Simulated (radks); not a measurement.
All-electron calculation, Dirac Kohn-Sham, PBE, spin-unpolarised, spherical densities, finite nucleus; open shells are shared between the two j in proportion to 2j + 1; Fermi nuclear charge, rms radius of each element as measured or else 0.836 A^(1/3) + 0.57 fm. Program: a radial shooting solver on a logarithmic mesh with Libxc functionals. Each species is in its NIST ground configuration. Rank Cr, Mn, Sc, Cu, Ni, Fe, Co, Ti, Zn, V by Delta-SCF ionisation energy (eV), largest first.

Answer. Zn 9.889, Fe 8.729, Mn 8.416, Cu 8.149, Ti 7.347, V 7.197, Cr 6.901, Sc 6.897, Co 6.471, Ni 6.318.
